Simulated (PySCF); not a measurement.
## A survey of 29Si NMR shifts

PySCF calculation with geometry from GFN2-xTB and σ from GIAO-PBE0/pcSseg-1; no relativistic terms, one averaged value for each set of equivalent atoms, one computed conformer, no solvent.

Shieldings were converted by a linear fit to measured shifts: 29Si (scatter 8.9 ppm rms, 25.8 ppm with the 6 outliers that the fit left out vs TMS, solution or neat liquid). Occasional misses reach two or three times the rms, and more in compound classes unlike the fitted ones.

(1) Give the 29Si shifts of `[SiH3]NC[SiH2]N([SiH3])[SiH3]`, `FC[Si@@H](Cl)/C(F)=C/[SiH3]`, `CO[Si@@H](Cl)[SiH2][C@H](Cl)CCl`, `[SiH3]C[C@@H]1C[Si@H](CCl)[SiH2]1`.

(2) Order these by 29Si shift, lowest first.
A. CN[SiH2]C(F)(F)F
B. C=C[C@@](C)([SiH3])C(=S)CF
C. NCC([SiH3])([SiH3])C(F)(F)F

Answers

(1) 
```
                                                         compound                                              environment  δ (ppm)
             [SiH3:1][NH:2][CH2:3][SiH2:4][N:5]([SiH3:6])[SiH3:7]                         Si4: silicon bonded to C, N, 2 H    -23.1
             [SiH3:1][NH:2][CH2:3][SiH2:4][N:5]([SiH3:6])[SiH3:7]                     Si6/7: silicon bonded to N, 3 H (×2)    -44.1
             [SiH3:1][NH:2][CH2:3][SiH2:4][N:5]([SiH3:6])[SiH3:7]                            Si1: silicon bonded to N, 3 H    -52.7
       [F:1][CH2:2][Si@@H:3]([Cl:4])/[C:5]([F:6])=[CH:7]/[SiH3:8]                        Si3: silicon bonded to 2 C, Cl, H    -20.1
       [F:1][CH2:2][Si@@H:3]([Cl:4])/[C:5]([F:6])=[CH:7]/[SiH3:8]                            Si8: silicon bonded to C, 3 H    -82.0
[CH3:1][O:2][Si@@H:3]([Cl:4])[SiH2:5][C@H:6]([Cl:7])[CH2:8][Cl:9]                      Si3: silicon bonded to Cl, O, Si, H     -6.3
[CH3:1][O:2][Si@@H:3]([Cl:4])[SiH2:5][C@H:6]([Cl:7])[CH2:8][Cl:9]                        Si5: silicon bonded to C, Si, 2 H    -55.1
  [SiH3:1][CH2:2][C@@H:3]1[CH2:4][Si@H:5]([CH2:6][Cl:7])[SiH2:8]1  Si5: silicon bonded to 2 C, Si, H, in a 4-membered ring    -32.3
  [SiH3:1][CH2:2][C@@H:3]1[CH2:4][Si@H:5]([CH2:6][Cl:7])[SiH2:8]1  Si8: silicon bonded to C, Si, 2 H, in a 4-membered ring    -36.0
  [SiH3:1][CH2:2][C@@H:3]1[CH2:4][Si@H:5]([CH2:6][Cl:7])[SiH2:8]1                            Si1: silicon bonded to C, 3 H    -69.1
```

(2) C (-68.0 ppm, silicon bonded to C, 3 H), A (-41.6 ppm, silicon bonded to C, N, 2 H), B (-26.9 ppm, silicon bonded to C, 3 H).
